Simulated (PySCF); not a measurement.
# Ga²⁺ (gallium, charge +2) across methods

[Ar] 3d10 4d1, 2D determinant (an excited configuration). All numbers are calculated (PySCF 2.14, a scalar-relativistic core potential, in aug-cc-pVTZ-PP with ECP10MDF (6s5p4d2f, 55 functions)).

```csv
method,E (hartree),mean ε 3d α (eV),mean ε 3d β (eV),mean ε 4d α (eV),Σ⟨r²⟩ (bohr²),⟨S²⟩
r2SCAN,-257.7117,-44.889,-44.840,-11.278,27.76,0.750
PBE0,-257.8007,-48.095,-48.031,-11.779,28.02,0.750
UHF,-256.78449,-57.113,-57.020,-12.621,29.41,0.750
M06-2X,-257.9758,-51.989,-51.926,-12.216,27.79,0.750
wB97X-V,-257.8021,-50.433,-50.383,-13.078,28.11,0.750
LDA,-257.3626,-44.881,-44.826,-11.144,27.78,0.750
r2SCANh,-257.7094,-46.222,-46.168,-11.434,27.85,0.750
BP86,-257.9515,-44.775,-44.732,-11.465,27.64,0.750
```

**Question.** Estimate the same row for PBE.

**Answer.** E (hartree) = -257.8307; mean ε 3d α (eV) = -44.735; mean ε 3d β (eV) = -44.684; mean ε 4d α (eV) = -11.386; Σ⟨r²⟩ (bohr²) = 27.75; ⟨S²⟩ = 0.750.

Energies and moments cover only the electrons outside the core potential. The outer electron is Rydberg-like, and this basis confines it to a smaller radius and binds it less than a complete one would.
